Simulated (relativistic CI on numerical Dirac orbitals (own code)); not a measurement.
Calculated at this level of theory: Dirac-Coulomb-Breit CI, KLI orbitals optimised for each configuration, QED by a radiative potential, unscaled Slater integrals (own radial code, finite nucleus).

The strongest absorption lines from the ground level of an ion, among the configurations computed and to levels below about 1130 eV (vacuum wavelength in Å, gf): 20.157 (0.17), 20.588 (0.84), 20.776 (1.2), 21.023 (1.3), 23.580 (0.15), 24.547 (0.34), 36.936 (0.7), 39.198 (0.15).

Which ion is it?
A. Ta⁵⁷⁺
B. Pt⁶²⁺
C. Ta⁵⁹⁺
D. Eu⁴⁷⁺

A. Ta⁵⁷⁺ has 16 electrons and the ground level 3s2.3p4 3P_2; the strongest line goes to 3s2.3p3.3d 3D°_3. The pattern of lines fixes the number of electrons, and along that sequence the line energies rise steadily with the charge (about as its square where n changes within one kind of shell, about linearly where n is kept but much faster in heavy ions where fine structure, which grows about as Z⁴, sets the gap, and irregularly where shells cross), which fixes Z. Configurations outside the model, such as inner-shell arrays, can give stronger lines. At this charge energies of transitions that change n are usually good to better than 1 %, and those within a shell (Δn = 0) to a few per cent.

LS names give the leading component of a level, which can be under half, so a name can repeat, a term be missing and a line seem to break the LS rules.
